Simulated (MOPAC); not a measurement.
MOPAC input (PM3):

```
PM3 1SCF GEO-OK AUX(PRECISION=9) THREADS=1
Be2F2

F    -0.00000000 1   -0.00000000 1   -2.39460900 1
Be   -0.00000000 1   -0.00000000 1   -1.02112800 1
Be    0.00000000 1    0.00000000 1    1.02112800 1
F     0.00000000 1    0.00000000 1    2.39460900 1
```

Output:

```
 *******************************************************************************
 **                                                                           **
 **                              MOPAC v23.2.5                                **
 **                                                                           **
 *******************************************************************************
 ** MOPAC's Digital Object Identifier: https://doi.org/10.5281/zenodo.6511958 **
 **                                                                           **
 ** Please cite the open-source release paper for use of this MOPAC version:  **
 ** J. E. Moussa and J. J. P. Stewart (2026)                                  **
 ** MOPAC: An open-source semiempirical molecular orbital program             **
 ** J. Open Source Softw., 11(119), 8025, https://doi.org/10.21105/joss.08025 **
 *******************************************************************************

                              PM3 CALCULATION RESULTS

 *******************************************************************************
 *  PM3        - The PM3 Hamiltonian to be used
 *  GEO-OK     - OVERRIDE INTERATOMIC DISTANCE AND OTHER SAFETY CHECKS
 *  1SCF       - DO 1 SCF AND THEN STOP
 *  AUX        - OUTPUT AUXILIARY INFORMATION
 *******************************************************************************
PM3 1SCF GEO-OK AUX(PRECISION=9) THREADS=1
 Be2F2

   ATOM   CHEMICAL          X               Y               Z
  NUMBER   SYMBOL      (ANGSTROMS)     (ANGSTROMS)     (ANGSTROMS)

     1       F         -0.00000000  *  -0.00000000  *  -2.39460900  *
     2      Be         -0.00000000  *  -0.00000000  *  -1.02112800  *
     3      Be          0.00000000  *   0.00000000  *   1.02112800  *
     4       F          0.00000000  *   0.00000000  *   2.39460900  *

          CARTESIAN COORDINATES

    NO.       ATOM           X           Y           Z

     1         F         -0.0000     -0.0000     -2.3946
     2        Be         -0.0000     -0.0000     -1.0211
     3        Be          0.0000      0.0000      1.0211
     4         F          0.0000      0.0000      2.3946

 Be: (PM3): J. J. P. STEWART, J. COMP. CHEM. 10, 209 (1989).
  F: (PM3): J. J. P. STEWART, J. COMP. CHEM. 10, 209 (1989).

           Empirical Formula: F2 Be2  =     4 atoms

      MOLECULAR POINT GROUP   :   D*h

      RHF CALCULATION, NO. OF DOUBLY OCCUPIED LEVELS = 9

 -------------------------------------------------------------------------------
 PM3 1SCF GEO-OK AUX(PRECISION=9) THREADS=1
 Be2F2

     1SCF WAS SPECIFIED, SO BFGS WAS NOT USED
     SCF FIELD WAS ACHIEVED

                              PM3 CALCULATION
                                                       MOPAC v23.2.5 Linux

          FINAL HEAT OF FORMATION =       -180.84951 KCAL/MOL =    -756.67435 KJ/MOL

          COSMO AREA              =        101.57 SQUARE ANGSTROMS
          COSMO VOLUME            =         85.63 CUBIC ANGSTROMS

          IONIZATION POTENTIAL    =         11.641583 EV
          HOMO LUMO ENERGIES (EV) =        -11.642 -0.316
          NO. OF FILLED LEVELS    =          9
          MOLECULAR WEIGHT        =         56.0212         POINT GROUP:  D*h

          MOLECULAR DIMENSIONS (Angstroms)

            Atom       Atom       Distance
            F     4    F     1     4.78922
            F     4    F     1     0.00000
            F     1   Be     2     0.00000

          SCF CALCULATIONS        =          1

   ATOM   CHEMICAL          X               Y               Z
  NUMBER   SYMBOL      (ANGSTROMS)     (ANGSTROMS)     (ANGSTROMS)

     1       F         -0.00000000  *  -0.00000000  *  -2.39460900  *
     2      Be         -0.00000000  *  -0.00000000  *  -1.02112800  *
     3      Be          0.00000000  *   0.00000000  *   1.02112800  *
     4       F          0.00000000  *   0.00000000  *   2.39460900  *

                             CARTESIAN COORDINATES

   1    F       -0.000000000    -0.000000000    -2.394609000
   2   Be       -0.000000000    -0.000000000    -1.021128000
   3   Be        0.000000000     0.000000000     1.021128000
   4    F        0.000000000     0.000000000     2.394609000

           Empirical Formula: F2 Be2  =     4 atoms

      MOLECULAR POINT GROUP   :   D*h

                  EIGENVALUES
 -21.97078 -21.06945 -15.99221 -15.97136 -15.54796 -15.54796 -15.50598 -15.50598
 -11.64158  -0.31610   2.86993   2.86993   3.58350   3.58350   4.83658   5.53961

              NET ATOMIC CHARGES AND DIPOLE CONTRIBUTIONS

  ATOM NO.   TYPE          CHARGE      No. of ELECS.   s-Pop       p-Pop
    1          F          -0.272894        7.2729     1.68698     5.58591
    2         Be           0.272894        1.7271     1.00174     0.72537
    3         Be           0.272894        1.7271     1.00174     0.72537
    4          F          -0.272894        7.2729     1.68698     5.58591
 DIPOLE           X         Y         Z       TOTAL
 POINT-CHG.     0.000     0.000     0.000     0.000
 HYBRID         0.000     0.000    -0.000     0.000
 SUM            0.000     0.000     0.000     0.000

          ATOMIC ORBITAL ELECTRON POPULATIONS

     Atom    s        px        py        pz
    1  F   1.68698   1.92540   1.92540   1.73512
    2 Be   1.00174   0.07460   0.07460   0.57616
    3 Be   1.00174   0.07460   0.07460   0.57616
    4  F   1.68698   1.92540   1.92540   1.73512

 **********************
 *                    *
 * JOB ENDED NORMALLY *
 *                    *
 **********************

 == MOPAC DONE ==
```

The geometry given is a B3LYP-D3(BJ)/def2-TZVP minimum.
